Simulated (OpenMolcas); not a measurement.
# Ionisation energies of caesium

```json
{
  "Program": "OpenMolcas",
  "Basis": "ANO-RCC [12s10p8d4f2g]",
  "Scalar Hamiltonian": "DKH2, point nucleus",
  "Spin-orbit coupling": "state interaction with AMFI integrals over the reference wave functions, term energies averaged over their components"
}
```

Active shells in each charge state: the valence s, p, d shells, with orbitals averaged over the low states. Where CASPT2's correlated closed shells are named, they are those of the first ion.

A. CASSCF
B. SS-CASPT2, IPEA 0.25 Eh, imaginary shift 0.1 Eh (closed shells correlated: 5s 5p)
C. SS-CASPT2, IPEA 0.25 Eh, imaginary shift 0.1 Eh (closed shells correlated: 4d 5s 5p)
D. SS-CASPT2, IPEA 0 Eh, imaginary shift 0.1 Eh (closed shells correlated: 5s 5p)
E. SS-CASPT2, IPEA 0.25 Eh, imaginary shift 0.1 Eh (closed shells correlated: none)

Energies in eV between the lowest computed levels, named as in B; reference values from the NIST Atomic Spectra Database with their kind.

```tsv
From	To	A	B	C	D	E	Spin-orbit share in B	Reference
Cs 6s ²S_1/2	Cs+ 5p⁶ ¹S₀	3.472	3.812	3.839	3.849	3.472	+0.000	3.894 (measured)
```

Error against the reference values, in %:

```csv
From,Reference,A,B,C,D,E
Cs,measured,-10.8,-2.1,-1.4,-1.2,-10.8
```

Absolute error against the one measured value: A 0.42 eV, B 0.08 eV, C 0.06 eV, D 0.04 eV, E 0.42 eV.

The lowest level within the active space need not be the ion's true ground level.
